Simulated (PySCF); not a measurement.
## CaH₂: from structure and modes to constants

These are results of BP86 in PySCF with Ca def2-TZVP, H def2-TZVP; no relativity; density-fitted integrals, not measurements.

The singlet minimum has C2v symmetry. Masses (u): Ca 39.96259, H 1.00782.

```xyz
3
charge 0 multiplicity 1, angstrom
Ca    0.0372    0.0000    0.0000
H    -0.7385   -1.8632    0.0000
H    -0.7385    1.8632    0.0000
```

Harmonic wavenumbers (cm⁻¹): 307.5 (a1, ×1), 1237.8 (b2, ×1), 1306.4 (a1, ×1).

Problem. Find the principal moments of inertia and the rotational constants. What kind of rotor is it?

Solution. About the centre of mass I = 1.1546, 6.9974, 8.152 u Å². With B = 16.8576/I this gives 14.6, 2.409, 2.068 cm⁻¹. The molecule is an asymmetric top with κ = -0.95.

Problem. What is the harmonic zero-point energy?

Solution. Half the sum of all 3 wavenumbers, 2852/2 = 1426 cm⁻¹, which is 17.1 kJ/mol (1 cm⁻¹ = 0.0119627 kJ/mol).

Problem. Find the vibrational entropy and heat capacity at 298.15 K.

Solution. With u = 1.43878 ω/T, each mode gives S = R[u/(eᵘ−1) − ln(1−e⁻ᵘ)] and C = R u² eᵘ/(eᵘ−1)².
| ω (cm⁻¹) | u | S (J/(mol K)) | C (J/(mol K)) |
| --- | --- | --- | --- |
| 307.5 | 1.484 | 5.76 | 6.94 |
| 1237.8 | 5.973 | 0.15 | 0.76 |
| 1306.4 | 6.304 | 0.11 | 0.61 |
The sums over all modes are S = 6.0 and C = 8.3 J/(mol K); the softest mode gives 96 % of the entropy.

Problem. Give the standard entropy (298.15 K, 1 bar) by its translational, rotational, vibrational and spin parts, and Cp.

Solution. Sackur–Tetrode with M = 41.98 u gives 155.5; rotation with symmetry number 2 gives 60.2; vibration 6.0; spin R ln 1 = 0.0. The total is 221.6 J/(mol K), and Cp = 4 R + 8.3 = 41.6 J/(mol K).

Only a few start shapes were tried, so a lower isomer may exist.
